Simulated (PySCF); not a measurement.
Electron correlation in Tc⁺ (technetium, charge +1)

[Kr] 4d6, high-spin 5D determinant (an excited configuration). All numbers are calculated (PySCF 2.14, scalar relativity by spin-free X2C-1e, in x2c-TZVPPall with one added diffuse shell each of s, p, d, f type (9s7p7d3f1g, 95 functions)). Frozen: [Ar] 3d10; 14 electrons correlated.

| level | correlation energy (mhartree) |
| --- | --- |
| CCSD | -397.74 |
| (T) | -11.15 |
| CCSD(T) | -408.89 |

Diagnostics: T1 = 0.0053, D1 = 0.0143, largest double amplitude 0.029.

Cost of the coupled-cluster step: about 110 core-seconds, for 14 correlated electrons.

Iterations:

```
CC2 = 0
CCSD nocc = (np.int64(9), np.int64(5)), nmo = (81, 81)
frozen orbitals [[0, 1, 2, 3, 4, 5, 6, 7, 8, 9, 10, 11, 12, 13], [0, 1, 2, 3, 4, 5, 6, 7, 8, 9, 10, 11, 12, 13]]
max_cycle = 100
direct = 0
conv_tol = 1e-08
conv_tol_normt = 1e-06
diis_space = 8
diis_start_cycle = 0
Init t2, MP2 energy = -0.393553863613993
Init E_corr(UCCSD) = -0.393553863615802
cycle = 1  E_corr(UCCSD) = -0.391975394983728  dE = 0.00157846863  norm(t1,t2) = 0.0398128
cycle = 2  E_corr(UCCSD) = -0.396912309136986  dE = -0.00493691415  norm(t1,t2) = 0.0127376
cycle = 3  E_corr(UCCSD) = -0.397261896119478  dE = -0.000349586982  norm(t1,t2) = 0.00732646
cycle = 4  E_corr(UCCSD) = -0.397803961094047  dE = -0.000542064975  norm(t1,t2) = 0.00466708
cycle = 5  E_corr(UCCSD) = -0.397734722548443  dE = 6.92385456e-05  norm(t1,t2) = 0.00215593
cycle = 6  E_corr(UCCSD) = -0.39769969319322  dE = 3.50293552e-05  norm(t1,t2) = 0.000880973
cycle = 7  E_corr(UCCSD) = -0.397739700981033  dE = -4.00077878e-05  norm(t1,t2) = 0.000491255
cycle = 8  E_corr(UCCSD) = -0.397744958346135  dE = -5.2573651e-06  norm(t1,t2) = 0.000226503
cycle = 9  E_corr(UCCSD) = -0.397733126419598  dE = 1.18319265e-05  norm(t1,t2) = 0.000125802
cycle = 10  E_corr(UCCSD) = -0.397733986388612  dE = -8.59969014e-07  norm(t1,t2) = 6.13271e-05
cycle = 11  E_corr(UCCSD) = -0.397736050664146  dE = -2.06427553e-06  norm(t1,t2) = 3.25989e-05
cycle = 12  E_corr(UCCSD) = -0.397735962506378  dE = 8.81577681e-08  norm(t1,t2) = 1.56409e-05
cycle = 13  E_corr(UCCSD) = -0.397735879209188  dE = 8.32971895e-08  norm(t1,t2) = 8.82883e-06
cycle = 14  E_corr(UCCSD) = -0.397735723321403  dE = 1.55887785e-07  norm(t1,t2) = 4.71083e-06
cycle = 15  E_corr(UCCSD) = -0.397735692274373  dE = 3.10470303e-08  norm(t1,t2) = 2.06415e-06
cycle = 16  E_corr(UCCSD) = -0.397735724607558  dE = -3.23331853e-08  norm(t1,t2) = 1.00891e-06
cycle = 17  E_corr(UCCSD) = -0.397735748106184  dE = -2.34986257e-08  norm(t1,t2) = 6.139e-07
cycle = 18  E_corr(UCCSD) = -0.397735756830365  dE = -8.72418116e-09  norm(t1,t2) = 3.60385e-07
UCCSD converged
E(UCCSD) = -4283.187915590583  E_corr = -0.397735756830365
UCCSD(T) correction = -0.011152923939011
```

This basis was not built for core-valence correlation, so the inner-shell part is incomplete.
